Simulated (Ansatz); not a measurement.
Harmonic frequencies (cm⁻¹) at PBE0-D4/def2-TZVP from Ansatz: 113, 225, 280, 342, 377, 422, 551, 558, 652, 834, 944, 1080, 1119, 1140, 1190, 1274, 1362, 1386, 1487, 1499, 3093, 3159, 3827, 3832.

Each molecule was computed in one conformer, which needn't be the lowest.

(1) Which molecule is it?
A. `[SH][Al]1[CH2][SiH2]1`
B. `OC(O)(F)CF`
C. `COC(O)(F)F`
D. `[OH][AlH][SiH3]`

Results:

(1) B.
